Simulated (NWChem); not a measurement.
System: CH₅ClOSi₂; SMILES O=C[SiH2][SiH2]Cl

Parts of the log:

```
             Northwest Computational Chemistry Package (NWChem) 7.3.0
             --------------------------------------------------------

                             Geometry "geometry" -> ""
                             -------------------------

 Output coordinates in angstroms (scale by  1.889725989 to convert to a.u.)

  No.       Tag          Charge          X              Y              Z
 ---- ---------------- ---------- -------------- -------------- --------------
    1 O                    8.0000     1.08297100    -2.64784200     0.61147800
    2 C                    6.0000     0.80920500    -1.95430200    -0.33354200
    3 Si                  14.0000    -0.91353800    -1.07618000    -0.48000000
    4 Si                  14.0000    -0.70018600     0.98370200     0.62150300
    5 Cl                  17.0000     0.91780100     1.94291700    -0.27069400
    6 H                    1.0000     1.56671100    -1.77161100    -1.14576800
    7 H                    1.0000    -1.24215000    -0.82597100    -1.91755900
    8 H                    1.0000    -1.95470700    -1.93111800     0.16294800
    9 H                    1.0000    -0.39860800     0.79537300     2.06952400
   10 H                    1.0000    -1.90672000     1.84852100     0.47144600

 Effective nuclear repulsion energy (a.u.)     323.4350179420

  pbe96 is a nonlocal functional; adding pw91lda local functional.
                              NWChem Property Module
                              ----------------------

  itol2e modified to match energy
  convergence criterion.

                                 NWChem DFT Module
                                 -----------------

 Summary of "ao basis" -> "ao basis" (spherical)
 ------------------------------------------------------------------------------
       Tag                 Description            Shells   Functions and Types
 ---------------- ------------------------------  ------  ---------------------
 O                          def2-svp                 6       14   3s2p1d
 C                          def2-svp                 6       14   3s2p1d
 Si                         def2-svp                 8       18   4s3p1d
 Cl                         def2-svp                 8       18   4s3p1d
 H                          def2-svp                 3        5   2s1p

  itol2e modified to match energy
  convergence criterion.

[...]

          -----------------------
          Electric field gradient
          -----------------------

 1 a.u. = 0.324123 10**(16) esu/cm**3  ( or statvolts/cm**2 ) = 0.97174 10**(22) v/m**2

 ------------------------------------------------------------
   Atom      X         Y         Z
 ------------------------------------------------------------
    1 O    2.04652  -5.00370   1.15553
 ------------------------------------------------------------

 Electric field gradient in molecular frame (a.u.)
         XX             YY             ZZ             XY             XZ             YZ
 ------------------------------------------------------------------------------------------
        1.398520      -1.082875      -0.315645      -0.627496      -1.028802      -0.318480

 Principal components (a.u.) and orientation
 of principal axis w.r.t. absolute frame                      Asymmetry parameter eta
 --------------------------------------------------------------------------------------
        1.944821      -1.547668      -0.397152                       0.591579

        0.907934       0.342446       0.241633
       -0.146881       0.799956      -0.581805
       -0.392532       0.492749       0.776606

 ------------------------------------------------------------
   Atom      X         Y         Z
 ------------------------------------------------------------
    2 C    1.52918  -3.69310  -0.63030
 ------------------------------------------------------------

 Electric field gradient in molecular frame (a.u.)
         XX             YY             ZZ             XY             XZ             YZ
 ------------------------------------------------------------------------------------------
        0.184712      -0.226110       0.041398      -0.197037      -0.113966      -0.265588

 Principal components (a.u.) and orientation
 of principal axis w.r.t. absolute frame                      Asymmetry parameter eta
 --------------------------------------------------------------------------------------
       -0.468935       0.264515       0.204420                       0.128154

        0.328776       0.939800      -0.093179
        0.805689      -0.330591      -0.491503
        0.492718      -0.086521       0.865877

 ------------------------------------------------------------
   Atom      X         Y         Z
 ------------------------------------------------------------
    3 Si  -1.72634  -2.03369  -0.90707
 ------------------------------------------------------------

 Electric field gradient in molecular frame (a.u.)
         XX             YY             ZZ             XY             XZ             YZ
 ------------------------------------------------------------------------------------------
       -0.021957       0.008634       0.013323       0.032601      -0.016558       0.004637

 Principal components (a.u.) and orientation
 of principal axis w.r.t. absolute frame                      Asymmetry parameter eta
 --------------------------------------------------------------------------------------
       -0.047176       0.031098       0.016078                       0.318394

        0.823171       0.566866      -0.032442
       -0.502777       0.754270       0.422245
        0.263827      -0.331269       0.905901

 ------------------------------------------------------------
   Atom      X         Y         Z
 ------------------------------------------------------------
    4 Si  -1.32316   1.85893   1.17447
 ------------------------------------------------------------

[...]
```

Level: PBE/def2-SVP. The geometry was optimised at PBE0/def2-SVP. NWChem prints the field gradient with the sign opposite to the second derivative of the potential.

Question: Reconstruct the input file.

Answer: One answer among several that fit: the input that was run:
```
start job
memory heap 200 mb stack 900 mb global 1100 mb
geometry units angstroms noautosym nocenter noautoz
  O      1.082971    -2.647842     0.611478
  C      0.809205    -1.954302    -0.333542
  Si    -0.913538    -1.076180    -0.480000
  Si    -0.700186     0.983702     0.621503
  Cl     0.917801     1.942917    -0.270694
  H      1.566711    -1.771611    -1.145768
  H     -1.242150    -0.825971    -1.917559
  H     -1.954707    -1.931118     0.162948
  H     -0.398608     0.795373     2.069524
  H     -1.906720     1.848521     0.471446
end
basis spherical
  * library def2-svp
end
dft
  xc xpbe96 cpbe96
  iterations 150
end
property
  efieldgrad
end
task dft property
```
